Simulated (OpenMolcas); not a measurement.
# B, Al, Ga, In, Tl: ns² np down the group

```
Program             : OpenMolcas
Method              : XMS-CASPT2, IPEA 0.25 Eh, imaginary shift 0.1 Eh
Basis               : ANO-RCC-VTZP
Scalar Hamiltonian  : DKH2, point nucleus
Spin-orbit coupling : state interaction with AMFI integrals over the reference wave functions, term energies averaged over their components
```

Active space for each ion: 3 electrons in 4 orbitals (s p); closed shells correlated by CASPT2: B 1s; Al 2s 2p; Ga 3d; In 4d; Tl 5d.

Computed levels in cm-1 above ²P°_1/2:

| Level | B | Al | Ga | In | Tl |
| --- | --- | --- | --- | --- | --- |
| ²P°_3/2 | 14.5 | 103 | 803 | 2100 | 7200 |
| weight of ²P° in the lowest level (%) | 100 | 100 | 100 | 100 | 100 |

Measured, with the error of the calculation in %. Measured levels: B, Al, Ga, In, Tl from NIST Handbook of Basic Atomic Spectroscopic Data.

```tsv
Level	B	Al	Ga	In	Tl
²P°_3/2	15.3 (-4.8)	112 (-7.9)	826 (-2.8)	2213 (-5.2)	7793 (-7.6)
```

The fine-structure level ²P°_3/2 changes by a factor of 497 from B to Tl.

CASPT2 does not keep the components of a term degenerate, so their means are used; among the terms shown or strongly mixed into the levels shown the widest spread is 42 cm-1 (6s² 6p ²P°, Tl). Over all roots computed the reference weight is 0.93 to 0.99 in B, 0.88 to 0.97 in Al; the roots of lowest weight are the least certain, and an intruder state may touch them. Some high roots are left out of the spin-orbit mixing, which shifts the levels that they would mix with (holds for Ga; In; Tl). Measured partners are found by configuration, term and J. A level has none where our copy of the source lacks it or the pairing is in doubt (some pairs that miss far off the trend of their configuration count as doubtful), and it then counts in no deviation. Levels of configurations outside the active space are missing.

° marks odd parity.
